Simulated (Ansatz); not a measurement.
Compare A (`N[SiH2]NCO`) with its isomer B (`NC(O)N[SiH3]`).

Isolated molecules relaxed with PBE0-D4/def2-TZVP in Ansatz; ΔE leaves out vibrations. CCSD(T)/CBS is the MP2 limit (def2-TZVPP, def2-QZVPP) plus CCSD(T) − MP2 in def2-TZVPP, frozen cores. Functionals use def2-TZVPP. B3LYP here is the variant with VWN-RPA as its local correlation; programs differ in this. One conformer a species, not always the lowest.

(1) Which isomer does CCSD(T)/CBS put lower? Give the gap. (An estimate is asked.)

(2) Give E(B) − E(A) in kJ/mol with ωB97M-V, B3LYP, r2SCAN-D4, CCSD/def2-TZVPP, B3LYP-D4, PBE0-D4, HF/def2-TZVPP. (An estimate is asked.)

Largest T1 diagnostic: 0.011.

Answers

(1) The calculation gave: A, by 101.0 kJ/mol.

(2) The calculation gave: ωB97M-V 97.8, B3LYP 100.9, r2SCAN-D4 97.4, CCSD/def2-TZVPP 97.4, B3LYP-D4 99.5, PBE0-D4 95.3, HF/def2-TZVPP 100.5. None reverses the order clearly.
